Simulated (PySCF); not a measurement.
Al(F)(I)(NMe2) (C2H6AlFIN), SMILES C[N](C)[Al]([I])[F]. Atoms are numbered in the order given.

```xyz
12

Al     0.6521    -0.7308     0.0000
F      2.2883    -1.0221     0.0000
I     -0.1614     1.5836     0.0000
N     -0.4473    -2.1106     0.0000
C      0.0440    -3.4704     0.0000
C     -1.8867    -2.0179     0.0000
H     -0.3026    -4.0288    -0.8910
H     -0.3026    -4.0288     0.8910
H      1.1442    -3.4907     0.0000
H     -2.3268    -2.5063     0.8909
H     -2.3268    -2.5063    -0.8909
H     -2.2165    -0.9679     0.0000
```
Charge 0, spin multiplicity 1.

Coordinates come from a PBE0-D3(BJ)/def2-SVP optimisation. The def2 effective core potentials stand for the cores of I; spin–orbit coupling is left out. One conformer was computed; it need not be the lowest.

All values below come from PySCF with PBE/def2-TZVP.

Symmetry labels are those of the subgroup Cs that the program uses (full group Cs).

Question: List the valence orbital energies around the gap with their symmetry. (The exact figures need the calculation; the answer reports its results.)

Answer: 
| orbital | symmetry | energy (eV) |
|---|---|---|
| HOMO−7 | A' | -9.54 |
| HOMO−6 | A" | -9.53 |
| HOMO−5 | A' | -9.09 |
| HOMO−4 | A' | -8.86 |
| HOMO−3 | A' | -8.12 |
| HOMO−2 | A" | -6.97 |
| HOMO−1 | A' | -6.81 |
| HOMO | A" | -5.52 |
| LUMO | A' | -1.70 |
| LUMO+1 | A" | -1.08 |
| LUMO+2 | A' | 0.33 |
| LUMO+3 | A' | 0.45 |
